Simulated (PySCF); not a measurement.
**C⁺: ionisation energy**

C⁺ [He] 2s2 2p1 (2P) → C²⁺ [He] 2s2 (1S), as a difference of total energies. Calculation: PySCF 2.14, in aug-cc-pCVQZ-DK (9s8p6d4f2g, 109 functions); the spin-free X2C one-electron Hamiltonian (Gaussian nucleus). Correlated levels: valence: 1s2 frozen; valence and next inner shell: nothing frozen. The calculations carry no spin-orbit coupling.

```
                                method  ionisation energy (eV)
                                   UHF                  24.166
                                   LDA                  24.770
                                   PBE                  24.851
                                r2SCAN                  25.002
                                  BLYP                  24.919
                                  TPSS                  25.004
                         MP2 (valence)                  24.419
                     SCS-MP2 (valence)                  24.378
    MP2 (valence and next inner shell)                  24.469
SCS-MP2 (valence and next inner shell)                  24.415
```

**Question.** Estimate what BP86 gives.

**Answer.** 24.916 eV, closest to BLYP among the rows shown.

**Question.** Estimate what PBE0 gives.

**Answer.** 24.832 eV, closest to PBE among the rows shown.

A first-order spin-orbit estimate (lowest level to lowest level, LS coupling) adds 0.005 eV.

Errors of the correlated levels include the incompleteness of this basis and the frozen core.

For comparison: 24.383 eV (measured; NIST Atomic Spectra Database, ionization energies).
